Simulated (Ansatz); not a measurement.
Two isomers of C2H9NSSi: A = `CC(S)N[SiH3]`, B = `CNCS[SiH3]`.

Isolated molecules relaxed with PBE0-D4/def2-TZVP in Ansatz; ΔE leaves out vibrations. CBS: MP2 limit from def2 TZ/QZ plus the TZ coupled-cluster correction, frozen cores. DFT in def2-TZVPP. B3LYP here is the variant with VWN-RPA as its local correlation; programs differ in this. Each species was taken in one conformer, which may not be the lowest.

A:

Z-matrix (Å, degrees):
```
C
C 1 1.516
H 1 1.094 2 110.4
H 1 1.091 2 111.2 3 -120.1
H 1 1.091 2 109.4 3 119.2
S 2 1.852 1 106.2 3 64.0
N 2 1.431 1 111.9 3 -61.7
H 2 1.093 1 109.4 3 178.5
H 6 1.343 2 96.2 1 179.5
Si 7 1.724 2 123.1 1 -154.6
H 7 1.011 2 112.6 1 54.6
H 10 1.495 7 114.7 2 -65.3
H 10 1.484 7 107.3 2 174.2
H 10 1.486 7 108.1 2 54.1
```

B:

```xyz
14

C     2.369    0.151   -0.193
N     1.430    0.130    0.908
C     0.075    0.341    0.564
S    -0.635   -1.002   -0.547
Si   -2.659   -0.379   -0.557
H     2.317    1.123   -0.690
H     2.184   -0.625   -0.949
H     3.382    0.027    0.194
H     1.539   -0.702    1.472
H    -0.540    0.368    1.464
H    -0.027    1.285    0.026
H    -2.814    0.968   -1.172
H    -3.201   -0.307    0.828
H    -3.419   -1.378   -1.347
```

Task: Which is lower in electronic energy at CCSD(T)/CBS, and by how much? (An estimate is asked.)

Result: The calculation gave: A, by 28.6 kJ/mol.

Task: Give E(B) − E(A) in kJ/mol with CCSD/def2-TZVPP, B3LYP-D4, PBE0-D4, B2PLYP, PBE-D4, B3LYP, r2SCAN-D4. (An estimate is asked.)

Result: Ansatz gave: CCSD/def2-TZVPP 31.0, B3LYP-D4 24.2, PBE0-D4 18.2, B2PLYP 25.2, PBE-D4 14.0, B3LYP 20.8, r2SCAN-D4 19.9. None reverses the order clearly.

Largest T1 diagnostic: 0.011.

The D4 term adds +3.5 kJ/mol with B3LYP and +1.9 kJ/mol with PBE0; it sums over pairs of atoms, weighted by their polarisabilities, and B3LYP, whose exchange is more repulsive, gets the larger term. From PBE to PBE0 (25 % exact exchange), in def2-TZVPP and without D4, E(B) − E(A) moves by +4.4 kJ/mol.
